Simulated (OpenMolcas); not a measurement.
**Si II: effect of correlating more closed shells**

| Property | Result |
| --- | --- |
| Program | OpenMolcas |
| Basis | ANO-RCC [8s7p5d4f2g] |
| Scalar Hamiltonian | DKH2, point nucleus |
| Active space | 1 electron in 9 orbitals (RAS2 3p; RAS3 3d 4s, at most 1 electron) |
| State averaging | 2S+1 = 2 odd, 3 roots; 2S+1 = 2 even, 6 roots |
| Spin-orbit coupling | state interaction with AMFI integrals over the reference wave functions, term energies averaged over their components |

Methods on the same reference wave functions:
A. RASSCF
B. SS-RASPT2, IPEA 0.25 Eh, imaginary shift 0.1 Eh (closed shells correlated: 3s)
C. SS-RASPT2, IPEA 0.25 Eh, imaginary shift 0.1 Eh (closed shells correlated: 2s 2p 3s)

Energies in cm-1 above 3s2 3p 2P* 1/2, the measured ground level; measured values from NIST Handbook of Basic Atomic Spectroscopic Data.

```json
{"Level": "3s2 3p 2P* 1/2", "A": "0.0", "B": "0.0", "C": "0.0", "Measured": "0.0"}
{"Level": "3s2 3p 2P* 3/2", "A": "252", "B": "252", "C": "252", "Measured": "287"}
{"Level": "3s2 4s 2S 1/2", "A": "63871", "B": "65240", "C": "65180", "Measured": "65500"}
{"Level": "3s2 3d 2D 3/2", "A": "71746", "B": "70490", "C": "70390", "Measured": "79338"}
{"Level": "3s2 3d 2D 5/2", "A": "71747", "B": "70490", "C": "70390", "Measured": "79355"}
```

Deviations, from unrounded energies. A percentage is the sum of absolute deviations over the sum of measured energies, with the sign that they share, or ± where signs differ.

```json
{"Against measurement": "mean absolute deviation (cm-1)", "Levels": "4", "A": "4200", "B": "4500", "C": "4600"}
{"Against measurement": "fine structure of the ground term (%)", "Levels": "1", "A": "-12.3", "B": "-12.3", "C": "-12.3"}
{"Against measurement": "other configurations (%)", "Levels": "3", "A": "-7.5", "B": "-8.0", "C": "-8.1"}
```

A lies closest to measurement on these levels and C furthest from it. The largest miss of A in the table is 3s2 3d 2D 5/2, by -7600 cm-1. The ranking rests on the paired levels alone, and a cruder setting can come out closer through cancelling errors.

Between B and C the level of the table that moves most is 3s2 3d 2D 3/2, by 96 cm-1 (lowest in C, highest in B). Moves below CASPT2's spread within the term are not significant.

The mean deviations of B to C differ by less than CASPT2's widest spread within a term (330 cm-1), so their order carries little weight.

The lowest spin-free term lies below A's lowest term by 0.049 hartree in B, 0.206 hartree in C.

What an inner shell adds also hangs on whether the basis holds functions to correlate it.

Term energies are means over components that CASPT2 splits; among the terms shown or strongly mixed into the levels shown the widest spread is 330 cm-1 (3s2 3d 2D, C). ANO sets are built for valence states and can reach diffuse excited orbitals poorly, and with the s shell closed the s pⁿ⁺¹ terms that mix with these levels are absent. With one active electron the reference holds no correlation, so core polarisation is missing (holds for A). With one active electron, CASPT2 adds the correlation within the correlated inactive shells and between them and that electron, and leaves the splitting within a term as the reference gives it (holds for B; C). Measured partners are found by configuration, term and J. A level has none where our copy of the source lacks it or the pairing is in doubt (some pairs that miss far off the trend of their configuration count as doubtful), and it then counts in no deviation. Only configurations of the active space appear.

* marks odd parity.
